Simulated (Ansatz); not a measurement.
System: P₂H₄, charge 1, doublet. P2H4+ (parent SMILES PP, doublet).
B3LYP-D3(BJ)/def2-TZVP minimum from Ansatz (a first-principles code):
```
P
H 1 1.4103
H 1 1.4103 2 102.54
P 1 2.1485 2 102.94 3 106.64
H 4 1.4103 1 102.94 2 -180.00
H 4 1.4103 5 102.54 1 106.64
```
Charge +1, spin multiplicity 2.

Total energies in aug-cc-pV(D+d)Z, 13 correlated electrons, 10 frozen orbitals. Radicals and triplets start from unrestricted determinants; spin-orbit coupling is neglected. Correlated methods leave the cores frozen. No relativity. The UHF reference of H4P2+ (parent SMILES PP, doublet) is spin-contaminated (<S^2> up to 0.07 over the pure value in the sets run). The spin of H4P2+ (parent SMILES PP, doublet) was assumed, and the state is the lowest solution found for it.

```json
[
 {"method": "HF", "program": "Ansatz", "energy (Eh)": "-683.52112", "minus CCSDT(Q) (mEh)": "293.55"},
 {"method": "MP2", "program": "Ansatz", "energy (Eh)": "-683.75468", "minus CCSDT(Q) (mEh)": "60.00"},
 {"method": "CCSD", "program": "Ansatz", "energy (Eh)": "-683.80207", "minus CCSDT(Q) (mEh)": "12.61"},
 {"method": "CCSD(T)", "program": "Ansatz", "energy (Eh)": "-683.81241", "minus CCSDT(Q) (mEh)": "2.26"},
 {"method": "CCSDT(Q)", "program": "Ansatz", "energy (Eh)": "-683.81467", "minus CCSDT(Q) (mEh)": "0.00"}
]
```

Rough core times of Ansatz's runs on a shared machine: CCSD(T) 30 s, CCSDT(Q) 20 min.
